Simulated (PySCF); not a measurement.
## Radial density of Ba (barium, neutral)

UHF, [Xe] 6s2, closed-shell 1S. Calculation: PySCF 2.14, in cc-pVDZ-X2C (7s6p4d, 45 functions); scalar relativity by spin-free X2C-1e.

```csv
r (bohr),4πr²ρ (e/bohr)
0.0183,74.01
0.0308,64.32
0.0518,77.30
0.0871,94.29
0.147,68.93
0.246,79.98
0.415,30.04
0.697,31.77
1.17,9.845
1.97,4.900
3.32,0.8728
5.58,0.3858
9.39,0.03868
15.8,0.0001279
```

Densities and radii are taken from the X2C orbitals without a picture-change correction, which distorts them close to the nucleus.

Spin-orbit coupling, which splits the p, d and f shells strongly at this Z, is absent.
